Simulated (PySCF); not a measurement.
**Electron affinity of Ca by level of theory**

Ca⁻ [Ar] 3d1 4s2 (2D) → Ca [Ar] 4s2 (1S), as a difference of total energies. Computed with PySCF 2.14 in aug-pcseg-3, with no relativity, point nucleus. Correlated levels: valence: [Ar] frozen. The calculations carry no spin-orbit coupling.

```
           method  electron affinity (eV)
              UHF                  -1.519
    MP2 (valence)                  -1.346
SCS-MP2 (valence)                  -1.362
   CCSD (valence)                  -1.180
CCSD(T) (valence)                  -1.094
```

The configuration of this anion was assumed by filling the next shell in order. It is not the known or likely ground configuration (Ca⁻, Sr⁻ and Ba⁻, for instance, bind a p electron), so these values are not the electron affinity of the element.

A negative affinity means that the anion lies above the atom at that level of theory.

The coupled-cluster amplitudes are large for Ca⁻ (T1 above 0.03 or a double amplitude above 0.15), so a single reference is strained.
